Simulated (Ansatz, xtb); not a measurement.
## Relative energy of two isomers of C3H8Cl2Ge

Structure I: `CC[CH2][GeH]([Cl])[Cl]`, a singlet. Structure II: `C[CH](C)[GeH]([Cl])[Cl]`, a singlet. Both are isolated molecules in the gas phase, relaxed with B3LYP/6-31G*, each in the lowest conformer that the search found.

Question: Estimate E(II) − E(I) at the level CCSD(T)/def2-SVP + ΔMP2/def2-TZVPP.

Answer: Too close to call at this level: CCSD(T)/def2-SVP + ΔMP2/def2-TZVPP gives E(II) − E(I) = −0.023 eV.

Level by level:

```tsv
level	geometry	E(II) − E(I) (eV)	departure from the last row (eV)	job, with rough time for the two
GFN2-xTB	GFN2-xTB	+0.025	+0.048	optimisation, 0.57 s
HF/STO-3G	GFN2-xTB	+0.099	+0.122	single point, 1.6 s
r2SCAN-D4/def2-SVP	GFN2-xTB	−0.010	+0.012	single point, 9.3 s
B3LYP/6-31G*	B3LYP/6-31G*	−0.001	+0.022	optimisation, 2.5 min
HF/def2-SVP	B3LYP/6-31G*	+0.023	+0.045	part of the CCSD(T) run
MP2/def2-SVP	B3LYP/6-31G*	−0.050	−0.027	part of the CCSD(T) run
CCSD(T)/def2-SVP	B3LYP/6-31G*	−0.040	−0.017	single point
CCSD(T)/def2-SVP + ΔMP2/def2-TZVPP	B3LYP/6-31G*	−0.023		single point, 2.7 min
```

As drawn, both hold the same kinds of bond in the same numbers. Structure I has 1 methyl group, II 2.

The largest departure from CCSD(T)/def2-SVP + ΔMP2/def2-TZVPP is that of HF/STO-3G, 0.122 eV. The last row adds to CCSD(T) the change of the MP2 difference between the two basis sets, here +0.017 eV.

With harmonic frequencies from B3LYP/6-31G* (ideal gas, rigid rotor, one conformer each, 298.15 K, 1 atm): on the last row, ΔE + ΔZPE = −0.034 eV. A mode under 50 cm⁻¹ makes harmonic enthalpies and free energies unreliable, so none is given.

The correlated steps freeze 22 core orbitals; the filled d shell of Ge is correlated, in a basis made for valence electrons. Run with Ansatz 0.2.0, xtb 6.7.1; the last row on 2 threads of Intel(R) Xeon(R) Platinum 8259CL CPU @ 2.50GHz (Skylake/Cascade Lake) on a shared host.
